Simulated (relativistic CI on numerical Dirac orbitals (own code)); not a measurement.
**Pb XXI: q coefficients and field-shift factors**

These numbers are calculated, not measured: Dirac-Coulomb-Breit CI, separate exchange-only KLI orbitals for each configuration, derivatives by finite differences, unscaled Slater integrals, QED left out (own radial code, finite nucleus).

Configurations in the expansion (outside the closed core [Kr] 4d10): 4f14 5s2, 4f14 5s 5p, 4f14 5s 5d, 4f13 5s2 5p, 4f14 5p2, 4f13 5p3, 4f14 5d2, 4f13 5p 5d2. Double excitations out of closed p, d and f shells are left out; levels of such configurations are missing from the list, as are those of other unlisted configurations, and high levels can miss mixing partners.

With x = (α/α₀)² − 1 an excitation energy changes as ω = ω₀ + qx; K = 2q/ω₀ is the relative enhancement. Terms are leading LS components, so labels can repeat. The field-shift factor is F = δν/δ⟨r²⟩ for the transition from the lowest level.

Lowest level 4f14 5s2 1S_0.

| Level | ω₀ (cm⁻¹) | q (cm⁻¹) | F (GHz/fm²) |
| --- | --- | --- | --- |
| 4f14 5s 5p 3P°_0 | 338531 | 64000 | -929 |
| 4f14 5s 5p 3P°_1 | 367693 | 76930 | -935 |
| 4f14 5s 5p 3P°_2 | 591758 | 393800 | -1010 |
| 4f13 5s2 5p 3D_3 | 614984 | -517000 | 156 |
| 4f13 5s2 5p 3G_4 | 618824 | -517100 | 156 |
| 4f13 5s2 5p 3G_3 | 655667 | -481300 | 159 |
| 4f13 5s2 5p 3F_2 | 664192 | -477500 | 158 |
| 4f14 5s 5p 1P°_1 | 671611 | 381000 | -998 |
| 4f14 5p2 3P_0 | 781361 | 147000 | -1880 |
| 4f13 5s2 5p 3G_5 | 865460 | -186000 | 68.4 |
| 4f13 5s2 5p 3D_2 | 868904 | -183600 | 67.6 |
| 4f13 5s2 5p 1F_3 | 877095 | -186600 | 68.6 |
| 4f13 5s2 5p 3F_4 | 885306 | -185100 | 68.4 |
| 4f13 5s2 5p 3D_1 | 897335 | -149000 | 71.1 |
| 4f13 5s2 5p 3G_4 | 910350 | -149100 | 71.4 |
| 4f13 5s2 5p 3F_2 | 918728 | -150100 | 70.8 |
| 4f13 5s2 5p 3F_3 | 924147 | -148900 | 71.5 |
| 4f14 5p2 3P_1 | 1005616 | 465000 | -1960 |
| 4f14 5p2 1D_2 | 1010705 | 463300 | -1920 |
| 4f14 5s 5d 3D_1 | 1222550 | 414600 | -1000 |
| 4f14 5s 5d 3D_2 | 1224409 | 533100 | -1340 |
| 4f14 5s 5d 3D_2 | 1248149 | 588900 | -1430 |
| 4f14 5s 5d 3D_3 | 1267762 | 462100 | -1000 |

At this charge transitions that keep the count of f electrons are usually good to a few per cent. Levels that differ in their count of f electrons can be misplaced by several ten thousand cm⁻¹, since the correlation energy of f electrons is missing or only estimated; rates across such gaps can be off by orders of magnitude.

Task: Which transition from the lowest level has the largest |K|?

Result: 4f13 5s2 5p 3D_3 at 614984 cm⁻¹, K = -1.68.
